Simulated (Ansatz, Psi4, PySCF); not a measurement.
CH₆FNOSi₂, singlet, at a GFN2-xTB geometry. Base run: B3LYP5/cc-pVDZ run with PySCF.

Here is a job for PySCF.
```python
from pyscf import gto, scf, dft

mol = gto.M(
    atom='''
C     2.093665    0.637656   -0.745018
N     0.808128    0.359414   -0.159056
Si   -0.002481    0.864737    1.308508
O    -1.325659    0.044854    0.708796
Si   -0.644605   -0.400935   -0.722634
F    -0.523202   -1.990951   -0.844636
H     2.072240    1.544715   -1.358220
H     2.403834   -0.195717   -1.376079
H     2.832595    0.775436    0.044324
H    -0.316829    2.281283    1.372980
H     0.506090    0.230879    2.510584
H    -1.343525    0.088063   -1.880960
''',
    basis='cc-pvdz',
    charge=0,
    spin=0,
    verbose=4,
)

mf = dft.RKS(mol)
mf.xc = 'b3lyp5'
mf.kernel()
```

The same geometry, method and basis name were run in Ansatz (a first-principles code) and Psi4 and PySCF, at each program's defaults and at the settings that a row names. The base is PySCF at its defaults. Differences at the defaults can come from grids, fitting, cores and function types together.

```
code and settings                                                                             ΔE vs base (µEh)  basis functions      E (Eh)  SCF cycles  dipole (D)
--------------------------------------------------------------------------------------------  ----------------  ---------------  ----------  ----------  ----------
PySCF, defaults (exact integrals, its default grid, spherical functions)                                   0.0              122  -850.45570          10        2.62
Psi4, defaults (density fitting with its default set, its default grid, spherical functions)               9.0              122  -850.45569           9        2.62
Ansatz, defaults (factorised integrals, its default grid, spherical functions)                            -1.9              122  -850.45570           -           -
PySCF, density fitting with def2-universal-jkfit                                                          -104              122  -850.45580          10        2.62
PySCF, fine grid                                                                                          -2.8              122  -850.45570          10        2.62
Psi4, exact integrals, spherical functions, fine grid                                                     -2.9              122  -850.45570          12        2.62
Ansatz, high accuracy                                                                                     -2.6              122  -850.45570           -           -
```
